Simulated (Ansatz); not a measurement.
**Molecular dynamics of C2H12OSi3**

The input (input.yaml):

```yaml
crystal:
  periodic: [false, false, false]
  atoms:
    - { symbol: Si, position_ang: [0.135636, -0.133783, 0.165351] }
    - { symbol: Si, position_ang: [0.214349, 0.037917, 2.422676] }
    - { symbol: H, position_ang: [-1.103128, 0.149402, 3.002357] }
    - { symbol: H, position_ang: [0.862952, -1.102187, 3.02536] }
    - { symbol: H, position_ang: [0.956298, 1.216151, 2.804487] }
    - { symbol: C, position_ang: [1.824782, 0.207273, -0.567073] }
    - { symbol: H, position_ang: [2.568022, -0.513945, -0.214486] }
    - { symbol: H, position_ang: [1.798191, 0.148329, -1.659315] }
    - { symbol: H, position_ang: [2.176193, 1.207363, -0.295696] }
    - { symbol: C, position_ang: [-1.066289, 1.142348, -0.512939] }
    - { symbol: H, position_ang: [-2.066952, 1.041575, -0.082544] }
    - { symbol: H, position_ang: [-0.712673, 2.153483, -0.289593] }
    - { symbol: H, position_ang: [-1.161312, 1.058624, -1.599777] }
    - { symbol: O, position_ang: [-0.259316, -1.691739, -0.393511] }
    - { symbol: Si, position_ang: [-1.760637, -2.327457, 0.072215] }
    - { symbol: H, position_ang: [-1.900468, -2.3788, 1.515024] }
    - { symbol: H, position_ang: [-2.876759, -1.561572, -0.446461] }
    - { symbol: H, position_ang: [-1.824587, -3.668383, -0.458776] }
basis:
  gaussian: { orbitals: STO-3G }
hamiltonian:
  xc: pbe0
  dispersion: d4
md:
  timestep: 2.0
  n_steps: 40
  ensemble: nvt_langevin
  temperature: 400.0
  initial_velocities: maxwell_boltzmann
  seed: 439629
  friction: 0.001
```

Command:

```bash
$ ansatz run input.yaml --threads 1 --pin off --max-ram 2048MiB --backend cpu --events-out ev --progress --plain --runs-dir out
```

It starts from a relaxed structure.

Output, in part (step lines, the closing report, with atoms numbered from 0):

```
md step     0: t =     0.00 fs  T =   377.8 K  F+E_penalty+E_count = -27610.31652331 eV  E_kin = 0.878968 eV  (21 SCF iters)
[... lines left out ...]
Total energy: -27609.76942672 eV, -1014.6403118582 hartree
Atom 0 at     0.190270    -0.185391     0.239632 Å, force    -0.383767     1.040131    -0.705135 eV/Å
Atom 1 at     0.169823     0.242761     2.411516 Å, force     2.244436     0.784411     0.356378 eV/Å
Atom 2 at    -1.172693     0.158930     2.777683 Å, force    -1.299364     0.256032     0.750926 eV/Å
Atom 3 at     0.935271    -0.674641     3.223912 Å, force    -0.146894    -0.131784    -0.082152 eV/Å
Atom 4 at     0.809276     1.558637     2.659141 Å, force    -0.819678    -0.695552    -0.073193 eV/Å
Atom 5 at     1.824098     0.044116    -0.623687 Å, force     1.127448    -2.484404     0.943594 eV/Å
Atom 6 at     2.557605    -0.785037    -0.339196 Å, force    -1.125918     1.245772    -0.528570 eV/Å
Atom 7 at     1.654019    -0.024018    -1.695387 Å, force     0.242843     0.274228    -0.298234 eV/Å
Atom 8 at     2.294892     0.971460    -0.341527 Å, force     0.196881     0.722883    -0.151398 eV/Å
Atom 9 at    -0.927057     1.093692    -0.581149 Å, force     0.423021     0.380965    -1.396322 eV/Å
Atom 10 at    -1.082657     0.799267    -1.686886 Å, force     0.231690     0.927567     2.014868 eV/Å
Atom 11 at    -1.894698     1.152700    -0.087368 Å, force    -0.418312    -0.076064    -0.073413 eV/Å
Atom 12 at    -0.476373     2.124393    -0.489728 Å, force    -0.432444    -1.204462    -0.500800 eV/Å
Atom 13 at    -0.334723    -1.703011    -0.125487 Å, force    -0.365981    -1.442229    -0.434524 eV/Å
Atom 14 at    -1.897669    -2.348554    -0.092712 Å, force     1.481499     1.405763     0.399387 eV/Å
Atom 15 at    -2.567420    -2.019430     1.117001 Å, force    -0.532216     0.318684     0.559849 eV/Å
Atom 16 at    -2.669421    -1.910620    -1.208771 Å, force    -0.402319     0.039384    -0.481951 eV/Å
Atom 17 at    -1.688491    -3.730911    -0.055938 Å, force    -0.020924    -1.361324    -0.299311 eV/Å
Dipole moment:    -0.117648     0.051789     0.024510 e Å
```

The steps, from the saved trajectory:

```json
{"time (fs)": "0", "T (K)": "378", "potential energy less start (eV)": "0.000"}
{"time (fs)": "2", "T (K)": "305", "potential energy less start (eV)": "0.282"}
{"time (fs)": "4", "T (K)": "284", "potential energy less start (eV)": "0.278"}
{"time (fs)": "6", "T (K)": "257", "potential energy less start (eV)": "0.362"}
{"time (fs)": "8", "T (K)": "223", "potential energy less start (eV)": "0.423"}
{"time (fs)": "10", "T (K)": "227", "potential energy less start (eV)": "0.433"}
{"time (fs)": "12", "T (K)": "263", "potential energy less start (eV)": "0.321"}
{"time (fs)": "14", "T (K)": "222", "potential energy less start (eV)": "0.449"}
{"time (fs)": "16", "T (K)": "208", "potential energy less start (eV)": "0.500"}
{"time (fs)": "18", "T (K)": "266", "potential energy less start (eV)": "0.300"}
{"time (fs)": "20", "T (K)": "200", "potential energy less start (eV)": "0.548"}
{"time (fs)": "22", "T (K)": "203", "potential energy less start (eV)": "0.497"}
{"time (fs)": "24", "T (K)": "207", "potential energy less start (eV)": "0.495"}
{"time (fs)": "26", "T (K)": "191", "potential energy less start (eV)": "0.530"}
{"time (fs)": "28", "T (K)": "216", "potential energy less start (eV)": "0.483"}
{"time (fs)": "30", "T (K)": "259", "potential energy less start (eV)": "0.338"}
{"time (fs)": "32", "T (K)": "203", "potential energy less start (eV)": "0.519"}
{"time (fs)": "34", "T (K)": "185", "potential energy less start (eV)": "0.545"}
{"time (fs)": "36", "T (K)": "191", "potential energy less start (eV)": "0.518"}
{"time (fs)": "38", "T (K)": "144", "potential energy less start (eV)": "0.650"}
{"time (fs)": "40", "T (K)": "155", "potential energy less start (eV)": "0.609"}
{"time (fs)": "42", "T (K)": "193", "potential energy less start (eV)": "0.498"}
{"time (fs)": "44", "T (K)": "179", "potential energy less start (eV)": "0.577"}
{"time (fs)": "46", "T (K)": "206", "potential energy less start (eV)": "0.506"}
{"time (fs)": "48", "T (K)": "214", "potential energy less start (eV)": "0.459"}
{"time (fs)": "50", "T (K)": "171", "potential energy less start (eV)": "0.615"}
{"time (fs)": "52", "T (K)": "176", "potential energy less start (eV)": "0.591"}
{"time (fs)": "54", "T (K)": "172", "potential energy less start (eV)": "0.612"}
{"time (fs)": "56", "T (K)": "210", "potential energy less start (eV)": "0.517"}
{"time (fs)": "58", "T (K)": "230", "potential energy less start (eV)": "0.516"}
{"time (fs)": "60", "T (K)": "269", "potential energy less start (eV)": "0.367"}
{"time (fs)": "62", "T (K)": "222", "potential energy less start (eV)": "0.516"}
{"time (fs)": "64", "T (K)": "245", "potential energy less start (eV)": "0.445"}
{"time (fs)": "66", "T (K)": "243", "potential energy less start (eV)": "0.462"}
{"time (fs)": "68", "T (K)": "230", "potential energy less start (eV)": "0.522"}
{"time (fs)": "70", "T (K)": "244", "potential energy less start (eV)": "0.468"}
{"time (fs)": "72", "T (K)": "229", "potential energy less start (eV)": "0.538"}
{"time (fs)": "74", "T (K)": "271", "potential energy less start (eV)": "0.399"}
{"time (fs)": "76", "T (K)": "252", "potential energy less start (eV)": "0.496"}
{"time (fs)": "78", "T (K)": "290", "potential energy less start (eV)": "0.341"}
{"time (fs)": "80", "T (K)": "233", "potential energy less start (eV)": "0.547"}
```

The run went to its last step. The mean temperature of the second half is 45 % below the set value. A step of 2 fs is long for free X–H stretches (periods near 10 fs) and can bias their spread and the temperature. A run of 0.08 ps of so small a system gives no equilibrium averages. Limits of this set-up: minimal basis.

The same pairs are bonded in the first frame and the last. Pairs count as bonded within 1.25 times the sum of covalent radii (0.12 Å more for H–H).

Last frame:

```xyz
18
Properties=species:S:1:pos:R:3
Si 0.190 -0.185 0.240
Si 0.170 0.243 2.412
H -1.173 0.159 2.778
H 0.935 -0.675 3.224
H 0.809 1.559 2.659
C 1.824 0.044 -0.624
H 2.558 -0.785 -0.339
H 1.654 -0.024 -1.695
H 2.295 0.972 -0.342
C -0.927 1.094 -0.581
H -1.083 0.799 -1.687
H -1.895 1.153 -0.087
H -0.476 2.124 -0.490
O -0.335 -1.703 -0.126
Si -1.898 -2.349 -0.093
H -2.567 -2.019 1.117
H -2.669 -1.911 -1.209
H -1.688 -3.731 -0.056
```

Time of the run: 3.1 min on 1 thread of Arm Neoverse V2 (shared host), peak memory 0.15 GiB.
